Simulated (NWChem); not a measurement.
Species: CdGeNH5; SMILES [NH2][Cd][GeH3]

```xyz
8

Cd     0.5292     0.6430     0.0026
N      0.9061     2.6250     0.0013
H      0.6089     3.1525     0.8198
H      0.6076     3.1517    -0.8172
Ge     0.2361    -1.8604     0.0045
H      0.8766    -2.5228    -1.2354
H      0.8792    -2.5213     1.2438
H     -1.2540    -2.2667     0.0063
```
Atoms are numbered in this order, from 1.

All runs: NWChem. Geometry: optimised at PBE0/def2-SVP. Not confirmed as a minimum by frequencies. def2 effective core potentials on Cd; no spin-orbit coupling. Static field.

### Question
What does the run give for PBE/def2-SVPD? Quantities: isotropic polarisability (bohr³); anisotropy (bohr³).

### Answer
```
Item                              Value
--------------------------------  -----
isotropic polarisability (bohr³)   84.1
anisotropy (bohr³)                 54.7
```
